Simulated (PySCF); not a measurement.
# Magnetisability: `C(=C\C=C)/[C@@H](C)NC`, C₇H₁₃N

Molfile (atoms numbered from 1):
```
C7H13N
     RDKit          3D

 21 20  0  0  0  0  0  0  0  0999 V2000
    3.8282    0.6953   -0.5267 C   0  0  0  0  0  0  0  0  0  0  0  0
    2.9227   -0.0577    0.0892 C   0  0  0  0  0  0  0  0  0  0  0  0
    1.5007    0.0531   -0.1384 C   0  0  0  0  0  0  0  0  0  0  0  0
    0.5961   -0.7123    0.4687 C   0  0  0  0  0  0  0  0  0  0  0  0
   -0.8903   -0.6190    0.2686 C   0  0  1  0  0  0  0  0  0  0  0  0
   -1.5984   -0.7580    1.6291 C   0  0  0  0  0  0  0  0  0  0  0  0
   -1.2253    0.5957   -0.4516 N   0  0  0  0  0  0  0  0  0  0  0  0
   -2.5706    0.6605   -0.9775 C   0  0  0  0  0  0  0  0  0  0  0  0
    3.5396    1.4426   -1.2476 H   0  0  0  0  0  0  0  0  0  0  0  0
    4.8830    0.5936   -0.3377 H   0  0  0  0  0  0  0  0  0  0  0  0
    3.2343   -0.8036    0.8100 H   0  0  0  0  0  0  0  0  0  0  0  0
    1.1739    0.8006   -0.8468 H   0  0  0  0  0  0  0  0  0  0  0  0
    0.9128   -1.4764    1.1674 H   0  0  0  0  0  0  0  0  0  0  0  0
   -1.2027   -1.4605   -0.3682 H   0  0  0  0  0  0  0  0  0  0  0  0
   -1.2974    0.0543    2.2892 H   0  0  0  0  0  0  0  0  0  0  0  0
   -2.6785   -0.7276    1.5051 H   0  0  0  0  0  0  0  0  0  0  0  0
   -1.3357   -1.7027    2.0979 H   0  0  0  0  0  0  0  0  0  0  0  0
   -1.0424    1.4000    0.1412 H   0  0  0  0  0  0  0  0  0  0  0  0
   -3.3629    0.6705   -0.2142 H   0  0  0  0  0  0  0  0  0  0  0  0
   -2.7338   -0.1984   -1.6288 H   0  0  0  0  0  0  0  0  0  0  0  0
   -2.6621    1.5671   -1.5748 H   0  0  0  0  0  0  0  0  0  0  0  0
  1  2  2  0
  2  3  1  0
  3  4  2  0
  4  5  1  0
  5  6  1  0
  5  7  1  0
  7  8  1  0
  1  9  1  0
  1 10  1  0
  2 11  1  0
  3 12  1  0
  4 13  1  0
  5 14  1  6
  6 15  1  0
  6 16  1  0
  6 17  1  0
  7 18  1  0
  8 19  1  0
  8 20  1  0
  8 21  1  0
M  END
```

Method: GIAO B3LYP/pcSseg-1 magnetisability, rotational g tensor and spin-rotation constants, non-relativistic, gas phase (PySCF 2.14.0). Geometry: GFN2-xTB.

Question: How diamagnetic is it, and how anisotropic?

Answer: Isotropic -1295 × 10⁻³⁰ J/T², or -78.0 × 10⁻⁶ cm³/mol; principal values -1484, -1279, -1122 × 10⁻³⁰ J/T², anisotropy 314 × 10⁻³⁰ J/T² (root of half the summed squared differences of the principal values). The susceptibility is in cgs units.

Question: Split it along the inertial axes a, b, c into diamagnetic and paramagnetic parts about the centre of mass, with the quadrupole moment.

Answer: 
| axis | χ (10⁻⁶ cm³/mol) | diamagnetic (10⁻⁶ cm³/mol) | paramagnetic (10⁻⁶ cm³/mol) | summed x² of all electrons (Å²) | quadrupole Θ (D Å) |
| --- | --- | --- | --- | --- | --- |
| a | -77.0 | -431.0 | 353.9 | 322.6 | +2.13 |
| b | -68.8 | -1458.4 | 1389.7 | 80.4 | +0.87 |
| c | -88.2 | -1710.0 | 1621.8 | 21.1 | -3.01 |

Anisotropies 2χaa − χbb − χcc = +2.9 and 2χbb − χaa − χcc = +27.6 × 10⁻⁶ cm³/mol. Θ is traceless in Buckingham's convention.

Question: And the rotational g tensor?

Answer: 
| axis | rotational constant (GHz) | g | nuclear part | electronic part |
| --- | --- | --- | --- | --- |
| a | 4.1072 | -0.0271 | 0.6558 | -0.6829 |
| b | 0.9225 | -0.0094 | 0.5929 | -0.6023 |
| c | 0.7833 | 0.0000 | 0.5968 | -0.5968 |

Asymmetric top; isotopes 12C, 1H, 14N; no vibrational averaging.
